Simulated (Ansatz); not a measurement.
System: NbO, charge 0, quartet. NbO (SMILES [Nb]=[O], quartet).
B3LYP-D3(BJ)/def2-TZVP minimum from Ansatz (a quantum-chemistry and plane-wave program):
```xyz
2

Nb     0.0000     0.0000    -0.2756
O      0.0000     0.0000     1.4124
```
Charge 0, spin multiplicity 4.

Wanted: atomisation energy (electronic, to ground-state atoms), in kJ/mol. UHF or UKS for unpaired electrons; spin-orbit terms are left out. Cores are frozen in correlated methods (noble-gas shells, and filled d and f shells in the p block). Past Kr the def2 sets carry scalar-relativistic core potentials. CBS(X,Y): correlation extrapolated as X^-3, Hartree-Fock from the larger set. A bracket is a step between two methods taken in the basis named. The UHF reference of NbO ([O]=[Nb], quartet) is spin-contaminated (<S^2> up to 0.10 over the pure value in the sets run).

CCSD(T)/CBS(def2-TZVPP,def2-QZVPP) + [CCSDT(Q) - CCSD(T)]/def2-QZVPP + [CCSDTQ - CCSDT(Q)]/def2-SVP (Ansatz) gives 746.9 kJ/mol.

Task: What does PBE/def2-TZVPD (Ansatz) give here, and how do the other levels compare?

Result: PBE gives 798.5 kJ/mol, 51.6 kJ/mol above it. Differences of the others: r2SCAN/def2-TZVPD (Ansatz) -12.3; B3LYP/def2-TZVPD (Ansatz) -9.4; CCSD(T)/CBS(def2-TZVPP,def2-QZVPP) (Ansatz) -1.4 kJ/mol.
